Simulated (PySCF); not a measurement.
HfO2, SMILES [Hf](=[O])=[O] (connectivity only; charge and spin as stated), charge -1, multiplicity 2.

Coordinates come from a B3LYP-D3(BJ)/def2-TZVPD optimisation. The spin state was assumed, not searched. The isomer is the one that the SMILES or the coordinates give; other isomers of the formula were not compared. The def2 effective core potentials stand for the cores of Hf; spin–orbit coupling is left out.

Computed with M06-2X/def2-TZVPD run with PySCF.

Q: Estimate the frontier levels, dipole moment and polarisability. (Estimate from the structure and the level; the computed values follow.)

A: 
```json
{
  "α spin, highest occupied and lowest empty level": "-1.35 and 3.04 eV",
  "β spin, highest occupied and lowest empty level": "-3.23 and -0.53 eV",
  "dipole_moment_about_the_centre_of_nuclear_charge": "1.013 e·Å",
  "mean_static_polarisability": "106.8 bohr³ (15.83 Å³)",
  "polarisability_principal_values": "93.3, 102.2, 124.9 bohr³",
  "⟨S²⟩": "0.753 (pure state 0.75)"
}
```
